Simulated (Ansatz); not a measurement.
GeCl₂⁻. Total charge -1; doublet. Geometry PBE-D4/def2-TZVPD; atoms count from 1.

Cartesian coordinates in Å:
```
Ge -0.3487 -0.5856 0.7469
Cl 1.8186 -0.3919 -0.1426
Cl -1.4699 0.9775 -0.6043
```

The highest occupied level of the charge -1 doublet lies above zero (up to 0.14 eV). By energy differences its removal costs 1.80 eV (vertical, to the charge 0 singlet, at PBE0-D4/def2-TZVPD); a positive level beside a positive removal energy at the same level points to self-interaction error. The structure comes from a short search, and lower isomers may exist.

Estimate the Mulliken populations from the PBE0/def2-TZVPD orbitals of Ansatz.


| atom | charge (e) | spin (α − β) |
| --- | --- | --- |
| Ge1 | 0.09 | 0.96 |
| Cl2 | -0.54 | 0.02 |
| Cl3 | -0.54 | 0.02 |
Mulliken values and Mayer orders depend strongly on the basis. With diffuse functions, as here, like atoms can get unlike values, and bond orders can come out too low or too high.

Where does the spin sit?

Summed by element: Ge 0.96, Cl 0.04, of 1 unpaired in all. Largest on single atoms: Ge1 0.96, Cl2 0.02, Cl3 0.02.

And the Mayer bond orders between bonded heavy atoms (over 0.3)?

Ge1–Cl2 0.75 (2.35 Å); Ge1–Cl3 0.75 (2.35 Å).
